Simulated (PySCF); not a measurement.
**Spectroscopy problems**

- shielding tensors at PBE0/pcSseg-1 (GIAO)
- GFN2-xTB structure
- code: PySCF 2.14.0 with density-fitted response routines
- fast rotation and ring inversion assumed for equivalent nuclei, no solvent model, no relativistic terms, a single conformation

Shifts are taken against calculated references (same method and geometry level): ¹H (σ = 31.72 ppm) and ¹³C (σ = 186.93 ppm) vs TMS. Splittings of carbon signals by F and P are missing where no couplings were computed. Where no couplings were computed, multiplicities follow the n + 1 count of equivalent neighbours, and m marks all less simple cases (inequivalent or close neighbours, rings, F or P nearby). Acid and N–H amide carbonyl carbons lie up to 10 ppm further downfield in solution (hydrogen bonding). Shifts are as computed. Against solution values, carbons near 30 ppm lie about +3 ppm off and those near 130 ppm about +5 ppm (rms about the fit 2.1 ppm; single classes can miss by 10 ppm). Of 1328 compounds with measured shifts, 309 miss one by over three times the rms of a fit or turn the order of signals round; such compounds aren't used in these exercises. Signals without a measured value on file couldn't be tested in this way; 1H shifts scatter by 0.2 ppm about their fit, and single ones miss by 0.5 ppm. OH and NH positions are gas-phase values without hydrogen bonding to other molecules.

Q: C₅H₈F₂O₂. ¹H NMR (500 MHz, computed): δ 6.64 (m, 1H), 5.56 (s, 2H), 3.82 (q, 2H), 1.36 (t, 3H). ¹³C{¹H} NMR (computed): δ 165.5 (C), 127.6 (CH), 97.0 (CH2), 70.3 (CH2), 17.3 (CH3). Give a structure.

A: `C(=C(\OCOCC)F)/F`. Rings plus π bonds: 1 (no ring in the answer). 5 carbon signals for 5 carbons: no two carbons are equivalent. Carbon types of the structure: 1 × C, 1 × CH, 2 × CH2, 1 × CH3, which accounts for all hydrogens. δC 165.5: alkene carbon bearing oxygen; an sp2 carbon further deshielded by the attached heteroatom. δC 127.6: β carbon of an enol-ether or enamine type C=C. δC 97.0: sp3 carbon bearing two oxygens; 2 electronegative neighbours deshield it. δC 70.3: sp3 CH2 bonded to O; deshielded by the electronegative neighbour.

The shifts were computed for this structure.

Q: C₆H₁₄O. ¹H NMR (300 MHz, computed): δ 3.87 (q, 2H), 3.16 (d, 2H), 1.76 (m, 1H), 1.19 (t, 3H), 0.95 (d, 6H). ¹³C{¹H} NMR (computed): δ 79.8 (CH2), 70.1 (CH2), 33.9 (CH), 21.6 (CH3), 15.9 (CH3). Give a structure.

A: SMILES CC(COCC)C. Rings plus π bonds: 0. 5 carbon signals for 6 carbons: some carbons are equivalent by symmetry or fast rotation. Carbon types of the structure: 1 × CH, 2 × CH2, 3 × CH3, which accounts for all hydrogens. δC 79.8, 70.1: sp3 CH2 bonded to O; pulled downfield by the heteroatom. δC 33.9: sp3 CH; a saturated carbon with 3 carbon neighbours and no heteroatom attached. δC 21.6, 15.9: methyl carbon; saturated and bonded to C and H only. δH 3.87, 3.16: hydrogen on an sp3 CH2 bonded to O; its carbon carries O, which withdraws density.

The shifts were computed for this structure.

Q: C₆H₉NO. ¹H NMR (600 MHz, computed): δ 6.47 (m, 1H), 6.24 (m, 1H), 5.54 (m, 1H), 4.45 (br, 1H), 3.16 (m, 1H), 2.23 (m, 1H), 1.88 (s, 3H). ¹³C{¹H} NMR (computed): δ 167.9 (C), 148.3 (CH), 148.2 (CH), 51.0 (CH), 44.4 (CH2), 24.4 (CH3). What is it?

A: SMILES CC(=O)N[C@H]1C=CC1. Rings plus π bonds: 3 (1 ring in the answer). 6 carbon signals for 6 carbons: no two carbons are equivalent. Carbon types of the structure: 1 × C, 3 × CH, 1 × CH2, 1 × CH3, leaving 1 H on heteroatoms. δC 167.9: amide carbonyl carbon; lone-pair donation from the attached heteroatom keeps it upfield of a ketone carbonyl. δC 148.3, 148.2: alkene CH; the olefinic region. δH 5.54: hydrogen on an allylic sp3 CH bonded to N; its carbon carries N, hence the downfield position. δH 1.88: hydrogen on a methyl carbon α to a carbonyl; α to C=O.

The data come from this structure; uniqueness wasn't tested. Such data don't tell enantiomers apart.

Q: C₆H₉NO. ¹H NMR (300 MHz, computed): δ 8.14 (d, 1H), 4.27 (br, 1H), 2.39 (m, 2H), 1.48 (m, 1H), 0.96 (s, 3H), 0.69 (m, 1H). ¹³C{¹H} NMR (computed): δ 160.9 (CH), 61.1 (C), 23.8 (CH2), 13.7 (CH3), 9.9 (CH). Give a structure.

A: SMILES C[C@]1(NC=O)[C@@H]2C[C@@H]21. Rings plus π bonds: 3 (2 rings in the answer). 5 carbon signals for 6 carbons: some carbons are equivalent by symmetry or fast rotation. Carbon types of the structure: 1 × C, 3 × CH, 1 × CH2, 1 × CH3, leaving 1 H on heteroatoms. δC 160.9: amide carbonyl carbon; it is a carbonyl in resonance with an O or N lone pair, the region of acids, esters and amides. δC 61.1, 23.8, 9.9: three-membered-ring carbon. δC 13.7: methyl carbon; aliphatic region, no heteroatom directly attached. δH 4.27: hydrogen on an amide-type nitrogen; exchangeable; this is the value without hydrogen bonding to other molecules.

The data come from this structure; uniqueness wasn't tested. Such data don't tell enantiomers apart.
